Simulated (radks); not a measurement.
Values are calculated unless marked as measured or tabulated.
Task: The copper ion Cu12+ is in [Ne] 3s2 3p5. Level of theory: non-relativistic Kohn-Sham, PBE, spin-polarised, spherical densities, point nucleus (a radial shooting solver on a logarithmic mesh with Libxc functionals). Open shells are filled with parallel spins first. One electron is removed from 3p, 2p, 2s, 3s in turn, with full relaxation. Which removal costs least, and what does each cost?

Result: 3p 400.63 eV; 3s 441.56 eV; 2p 1332.2 eV; 2s 1453.1 eV. The 3p electron leaves first.
